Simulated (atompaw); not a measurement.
## u(r) = r·R(r): atom against pseudo-atom (Ni)

Columns: radius, all-electron u(r) and pseudo u(r) of the 4s shell (level -6.31 eV) of nickel in the configuration [Ar] 3d8 4s1.5 4p0.5; PBE, scalar-relativistic, PAW (atompaw) scheme, atompaw 4.2.0.5.

```tsv
r (bohr)	all-electron	pseudo
0.115	0.1224	0.0644
0.231	0.1112	0.1286
0.346	-0.1007	0.1907
0.462	-0.2487	0.2512
0.577	-0.2790	0.3085
0.692	-0.2221	0.3623
0.808	-0.1166	0.4128
0.923	0.0062	0.4586
1.038	0.1290	0.4999
1.154	0.2430	0.5368
1.269	0.3419	0.5685
1.385	0.4259	0.5955
1.500	0.4937	0.6175
1.615	0.5472	0.6348
1.731	0.5881	0.6478
1.846	0.6174	0.6564
1.962	0.6371	0.6610
2.077	0.6483	0.6618
2.192	0.6524	0.6592
2.308	0.6505	0.6534
2.423	0.6437	0.6446
2.538	0.6329	0.6330
2.654	0.6187	0.6187
2.769	0.6020	0.6020
2.885	0.5832	0.5832
3.000	0.5630	0.5630
```

Question: How many radial nodes do the two functions have?

Answer: The all-electron 4s function has n − l − 1 = 3 (the table is too coarse to show those close to the nucleus); the pseudo-wave has 0, since the states of the same l below it are removed with the core.

Question: At about which radius was the pseudo-wave matched?

Answer: 2.65 bohr, where the columns begin to agree (steps of 0.12 bohr).

Question: Is the pseudo-wave norm-conserving?

Answer: No, it belongs to a PAW set: the norm inside the radius is not constrained, and the difference is carried by the augmentation charge.
